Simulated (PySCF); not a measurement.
A species of formula C7H11OP has this rotational fingerprint, computed with PBE0/pcSseg-1 in PySCF (dipole) on a GFN2-xTB geometry, gas phase:

* Rotational constants: A = 1915, B = 1091, C = 853.8 MHz
* Dipole components: |μa| = 0.99 D, |μb| = 3.50 D, |μc| = 1.53 D
* Inertial defect: -135.30 u·Å²
* κ: -0.55

Question: Which candidate fits, each taken in the one conformer that was computed?
A. `[CH3:1][c:2]1[p:3][cH:4][o:5][c:6]1[CH:7]([CH3:8])[CH3:9]` with O5–C6–C7–C8 61°
B. `[CH2:1]=[CH:2][C:3]1=[C:4]([CH3:5])[CH2:6][P@H:7](=[O:8])[CH2:9]1` with C1–C2–C3–C4 171°, C3–C4–C6–P7 -20°, C4–C6–P7–O8 152°, C6–P7–C9–C3 -25°, C2–C3–C9–P7 -163°
C. `[CH3:1][O:2][c:3]1[pH:4][cH:5][c:6]([CH3:7])[c:8]1[CH3:9]` with C1–O2–C3–P4 -10°
D. `[CH:1]#[C:2][CH2:3][P:4]1[CH2:5][CH2:6][O:7][CH2:8][CH2:9]1` with C2–C3–P4–C5 -74°, C3–P4–C5–C6 -156°, P4–C5–C6–O7 65°, C5–C6–O7–C8 -66°, C6–O7–C8–C9 66°
E. `[CH2:1]=[CH:2][C:3]1=[C:4]([O:5][CH3:6])[PH:7][CH2:8][CH2:9]1` with C1–C2–C3–C4 173°, C3–C4–O5–C6 175°, C3–C4–P7–C8 -14°, C4–P7–C8–C9 25°, P7–C8–C9–C3 -30°, C2–C3–C9–C8 -161°
F. `[CH2:1]=[CH:2][C@@H:3]1[CH2:4][P@:5]1(=[O:6])[C:7](=[CH2:8])[CH3:9]` with C1–C2–C3–C4 -160°, C4–P5–C7–C8 151°

Answer: F. It is C=C[C@@H]1C[P@]1(=O)C(=C)C, an asymmetric top, point group C1. The candidates at the same level (rigid rotor, commonest isotopes):

| SMILES | A (MHz) | B (MHz) | C (MHz) | μa (D) | μb (D) | μc (D) | Δ (u·Å²) | point group | rotor |
| --- | --- | --- | --- | --- | --- | --- | --- | --- | --- |
| COc1[pH]cc(C)c1C | 2205 | 1161 | 776.6 | 0.37 | 0.08 | 0.67 | -13.62 | C1 | asymmetric top |
| C=CC1=C(C)C[P@H](=O)C1 | 2143 | 1047 | 729.4 | 3.77 | 1.88 | 0.93 | -25.52 | C1 | asymmetric top |
| Cc1pcoc1C(C)C | 2289 | 1044 | 851.1 | 1.78 | 0.62 | 0.00 | -111.20 | Cs | asymmetric top |
| C=C[C@@H]1C[P@]1(=O)C(=C)C | 1915 | 1091 | 853.8 | 0.99 | 3.50 | 1.53 | -135.30 | C1 | asymmetric top |
| C=CC1=C(OC)PCC1 | 1841 | 1213 | 752.1 | 0.91 | 0.52 | 0.20 | -19.14 | C1 | asymmetric top |
| C#CCP1CCOCC1 | 3242 | 822.6 | 709.4 | 0.07 | 0.44 | 0.40 | -57.85 | C1 | near-prolate asymmetric top |

`C=CC1=C(OC)PCC1` has C 12 % too low; `Cc1pcoc1C(C)C` has A 20 % too high; `C=CC1=C(C)C[P@H](=O)C1` has C 15 % too low; `C#CCP1CCOCC1` has A 69 % too high; `COc1[pH]cc(C)c1C` has A 15 % too high. No structure here is proved a minimum.
